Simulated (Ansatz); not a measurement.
`C[Se]C=N` + `[SiH3][SeH]` → `C[Se][Se][SiH3]` + `C=N`  (ligand exchange at the Se–C bond)

Program: Ansatz. Geometries: PBE0-D4/def2-TZVP. ΔE: electronic, gas phase. CCSD(T)/CBS is the MP2 limit (def2-TZVPP, def2-QZVPP) plus CCSD(T) − MP2 in def2-TZVPP, frozen cores. This one scheme is used for every species. DFT in def2-TZVPP. For Se outer-core shells are correlated without core-valence functions, which leaves a few kJ/mol of doubt a bond. Scalar relativity is left out up to krypton. One conformer a species, not always the lowest.

```
             level  ΔE (kcal/mol)
       LDA (SPW92)           -4.3
            PBE-D4           -7.5
            B97M-V           -6.8
           PBE0-D4           -8.2
           LC-ωPBE           -6.4
  CCSD(T)/def2-SVP           -7.6
SCS-MP2/def2-TZVPP           -8.0
    CCSD/CBS(def2)           -9.2
```

(1) What does CCSD(T)/CBS give? (Estimate.)

Largest T1 diagnostic among the species: 0.012.

Answers

(1) Ansatz gave: -9.1 kcal/mol. The listed levels differ from it by 4.8, 1.6, 2.3, 0.9, 2.7, 1.5, 1.1, -0.1 kcal/mol.

From r2SCAN to r2SCAN0 (25 % exact exchange), in def2-TZVPP and without D4, ΔE moves by −1.0 kcal/mol. The D4 term adds −1.7 kcal/mol with B3LYP and −1.0 kcal/mol with PBE0; it sums over pairs of atoms, weighted by their polarisabilities, and B3LYP, whose exchange is more repulsive, gets the larger term.

B3LYP here is the variant with VWN-RPA as its local correlation; programs differ in this.
